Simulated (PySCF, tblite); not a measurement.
Isomers of C6H13NSi, one GFN2-xTB conformer each. Single-point energies are computed at PBE0/pcSseg-1 (PySCF, gas phase, no added dispersion term), electronic only.

**Question.** Rank them by PBE0/pcSseg-1 energy, lowest first (kJ/mol).
A. `[CH2:1]=[CH:2][N:3]([CH3:4])[SiH2:5][CH:6]1[CH2:7][CH2:8]1` with C1–C2–N3–C4 -2°, C2–N3–Si5–C6 -86°, N3–Si5–C6–C7 35°
B. `[SiH3:1][NH:2][C@@H:3]1[CH2:4][C@@H:5]2[CH2:6][C@@H:7]2[CH2:8]1` with Si1–N2–C3–C4 -88°, N2–C3–C4–C5 -150°, C3–C4–C5–C6 81°, C4–C5–C6–C7 -97°, C5–C6–C7–C8 97°

**Answer.** B (0.0), A (39.6).

As drawn, the lower has an N–H bond, which the higher lacks; the higher has an Si–C bond and a C=C bond outside aromatic rings, which the lower lacks. GFN2-xTB itself gives, in the same order: 0.0, 124.7. Both levels put the same isomer lowest.

**Question.** Which frontier levels, dipoles and rotational constants go with these structures?

**Answer.** 
| SMILES | HOMO (eV, PBE0/pcSseg-1) | LUMO (eV) | dipole (D) | A, B, C (MHz) |
| --- | --- | --- | --- | --- |
| [SiH3]N[C@@H]1C[C@@H]2C[C@@H]2C1 | -6.60 | 0.72 | 0.92 | 4915, 867.1, 806.9 |
| C=CN(C)[SiH2]C1CC1 | -5.92 | 0.85 | 1.30 | 2530, 1133, 1035 |

**Question.** What happens when harmonic zero-point energies from GFN2-xTB frequencies are added?

**Answer.** 
```
                          SMILES  ZPE (kJ/mol)  electronic (kJ/mol)  with ZPE (kJ/mol)
[SiH3]N[C@@H]1C[C@@H]2C[C@@H]2C1         458.3                  0.0                0.0
              C=CN(C)[SiH2]C1CC1         454.8                 39.6               36.1
```

The zero-point energies span 3.5 kJ/mol. The order is unchanged.
